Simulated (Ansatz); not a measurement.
`CC([SiH3])[AsH2]` and `CC([SiH3])I` differ in one atom or group.

Ansatz, PBE0-D4/def2-TZVP geometries, multiplicity 1. 

Elements past krypton have def2 core potentials. Scalar relativity is left out up to krypton. Spin–orbit coupling is left out; it splits and shifts lone-pair levels of the heavy atoms by tenths of an eV.

| property | `CC([SiH3])[AsH2]` |
| --- | --- |
| size of the dipole moment (B3LYP/def2-TZVPP) / D | 1.09 |
| HOMO–LUMO gap (B3LYP/def2-TZVPP) / eV | 6.91 |
| LUMO energy (PBE0/def2-TZVPP) / eV | 0.06 |
| HOMO energy (B3LYP/def2-TZVPP) / eV | -7.08 |
| HOMO energy (ωB97M-V/def2-TZVPP) / eV | -9.43 |
| LUMO energy (PBE/def2-TZVPP) / eV | -0.76 |

Q: What does the change do to each property? (Best estimate.)

A: Ansatz gave: 
```tsv
property	`CC([SiH3])I`	shift
size of the dipole moment (B3LYP/def2-TZVPP) / D	1.66	0.57
HOMO–LUMO gap (B3LYP/def2-TZVPP) / eV	5.72	-1.19
LUMO energy (PBE0/def2-TZVPP) / eV	-1.06	-1.12
HOMO energy (B3LYP/def2-TZVPP) / eV	-6.99	0.09
HOMO energy (ωB97M-V/def2-TZVPP) / eV	-9.38	0.05
LUMO energy (PBE/def2-TZVPP) / eV	-1.96	-1.20
```

Dipoles are sizes alone; their direction can turn.

Positive LUMOs are unbound, so they and the gaps depend on the basis.

B3LYP here is the variant with VWN-RPA as its local correlation; programs differ in this.
